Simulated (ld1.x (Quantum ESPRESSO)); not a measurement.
# An all-electron radial function and its pseudo partner (magnesium)

Columns: radius, all-electron u(r) and pseudo u(r) of the 2p shell (level -47.62 eV) of magnesium in the configuration [He] 2s2 2p6 3s1.5 3p0.5; PBEsol, scalar-relativistic, ultrasoft scheme, ld1.x (Quantum ESPRESSO) 7.5.

```json
{"r (bohr)": "0.068", "all-electron": "0.1660", "pseudo": "0.0147"}
{"r (bohr)": "0.135", "all-electron": "0.4536", "pseudo": "0.0566"}
{"r (bohr)": "0.202", "all-electron": "0.7201", "pseudo": "0.1225"}
{"r (bohr)": "0.270", "all-electron": "0.9246", "pseudo": "0.2086"}
{"r (bohr)": "0.338", "all-electron": "1.0579", "pseudo": "0.3072"}
{"r (bohr)": "0.405", "all-electron": "1.1282", "pseudo": "0.4091"}
{"r (bohr)": "0.473", "all-electron": "1.1511", "pseudo": "0.5098"}
{"r (bohr)": "0.540", "all-electron": "1.1385", "pseudo": "0.5992"}
{"r (bohr)": "0.608", "all-electron": "1.1013", "pseudo": "0.6743"}
{"r (bohr)": "0.675", "all-electron": "1.0487", "pseudo": "0.7286"}
{"r (bohr)": "0.742", "all-electron": "0.9867", "pseudo": "0.7611"}
{"r (bohr)": "0.810", "all-electron": "0.9186", "pseudo": "0.7716"}
{"r (bohr)": "0.878", "all-electron": "0.8486", "pseudo": "0.7610"}
{"r (bohr)": "0.945", "all-electron": "0.7802", "pseudo": "0.7332"}
{"r (bohr)": "1.013", "all-electron": "0.7127", "pseudo": "0.6914"}
{"r (bohr)": "1.080", "all-electron": "0.6493", "pseudo": "0.6415"}
{"r (bohr)": "1.148", "all-electron": "0.5886", "pseudo": "0.5868"}
{"r (bohr)": "1.215", "all-electron": "0.5329", "pseudo": "0.5327"}
{"r (bohr)": "1.283", "all-electron": "0.4804", "pseudo": "0.4804"}
{"r (bohr)": "1.350", "all-electron": "0.4329", "pseudo": "0.4329"}
{"r (bohr)": "1.418", "all-electron": "0.3887", "pseudo": "0.3887"}
{"r (bohr)": "1.485", "all-electron": "0.3491", "pseudo": "0.3491"}
{"r (bohr)": "1.553", "all-electron": "0.3125", "pseudo": "0.3125"}
{"r (bohr)": "1.620", "all-electron": "0.2799", "pseudo": "0.2799"}
{"r (bohr)": "1.688", "all-electron": "0.2501", "pseudo": "0.2501"}
{"r (bohr)": "1.755", "all-electron": "0.2236", "pseudo": "0.2236"}
```

Q: How many radial nodes do the two functions have?

A: The all-electron 2p function has n − l − 1 = 0; the pseudo-wave has 0.

Q: At about which radius was the pseudo-wave matched?

A: 1.35 bohr. The columns agree to 0.0005 from 1.22 bohr on; several derivatives are matched, so the curves merge somewhat inside the radius.

Q: Where does each function peak?

A: Outermost all-electron maximum near 0.47 bohr, pseudo maximum near 0.81 bohr (to the table’s step).

Q: Is the pseudo-wave norm-conserving?

A: No, it belongs to an ultrasoft set: the norm inside the radius is not constrained, and the difference is carried by the augmentation charge.
